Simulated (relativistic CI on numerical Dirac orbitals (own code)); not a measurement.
## Ligand-field terms of d8

Computed with a parametric ligand-field model of a d^n configuration (Racah B and C, spin-orbit zeta, crystal field), exact diagonalisation.

Field parameters in Wybourne normalisation: Oh B⁴₀ = 21Dq, B⁴₄ = √(5/14) B⁴₀. The field is a parameter set, without covalency.

(1) Ground term and bands for B = 330, C = 1340, ζ = 0 cm⁻¹, Oh, 10Dq = 11550 cm⁻¹?

(2) Ground term and bands for B = 330, C = 1340, ζ = 0 cm⁻¹, Oh, 10Dq = 6270 cm⁻¹?

(3) Ground term and bands for B = 330, C = 1340, ζ = 0 cm⁻¹, Oh, 10Dq = 10890 cm⁻¹?

(4) Ground term and bands for B = 330, C = 1340, ζ = 0 cm⁻¹, Oh, 10Dq = 12870 cm⁻¹?

(5) Ground term and bands for B = 330, C = 1340, ζ = 0 cm⁻¹, Oh, 10Dq = 3630 cm⁻¹?

Results:

(1) Ground term 3A2 with 2.00 electrons in the two orbitals of the cubic e set. Spin-allowed: 3T2 11550 cm⁻¹ (866 nm), 3T1 15075 cm⁻¹ (663 nm), 3T1 24525 cm⁻¹ (408 nm). Lowest spin-forbidden: 1E 5264 cm⁻¹ (1900 nm), 1A1 9718 cm⁻¹ (1029 nm), 1T2 16761 cm⁻¹ (597 nm). With an A2 ground term the first spin-allowed band lies at |10Dq| itself.

(2) Ground term 3A2 with 2.00 electrons in the two orbitals of the cubic e set. Spin-allowed: 3T2 6270 cm⁻¹ (1595 nm), 3T1 9303 cm⁻¹ (1075 nm), 3T1 14457 cm⁻¹ (692 nm). Lowest spin-forbidden: 1E 5219 cm⁻¹ (1916 nm), 1A1 9143 cm⁻¹ (1094 nm), 1T2 11398 cm⁻¹ (877 nm). With an A2 ground term the first spin-allowed band lies at |10Dq| itself.

(3) Ground term 3A2 with 2.00 electrons in the two orbitals of the cubic e set. Spin-allowed: 3T2 10890 cm⁻¹ (918 nm), 3T1 14383 cm⁻¹ (695 nm), 3T1 23237 cm⁻¹ (430 nm). Lowest spin-forbidden: 1E 5261 cm⁻¹ (1901 nm), 1A1 9670 cm⁻¹ (1034 nm), 1T2 16095 cm⁻¹ (621 nm). With an A2 ground term the first spin-allowed band lies at |10Dq| itself.

(4) Ground term 3A2 with 2.00 electrons in the two orbitals of the cubic e set. Spin-allowed: 3T2 12870 cm⁻¹ (777 nm), 3T1 16449 cm⁻¹ (608 nm), 3T1 27111 cm⁻¹ (369 nm). Lowest spin-forbidden: 1E 5270 cm⁻¹ (1898 nm), 1A1 9800 cm⁻¹ (1020 nm), 1T2 18092 cm⁻¹ (553 nm). With an A2 ground term the first spin-allowed band lies at |10Dq| itself.

(5) Ground term 3A2 with 2.00 electrons in the two orbitals of the cubic e set. Spin-allowed: 3T2 3630 cm⁻¹ (2755 nm), 3T1 5913 cm⁻¹ (1691 nm), 3T1 9927 cm⁻¹ (1007 nm). Lowest spin-forbidden: 1E 5152 cm⁻¹ (1941 nm), 1A1 8529 cm⁻¹ (1172 nm), 1T2 8644 cm⁻¹ (1157 nm). With an A2 ground term the first spin-allowed band lies at |10Dq| itself.
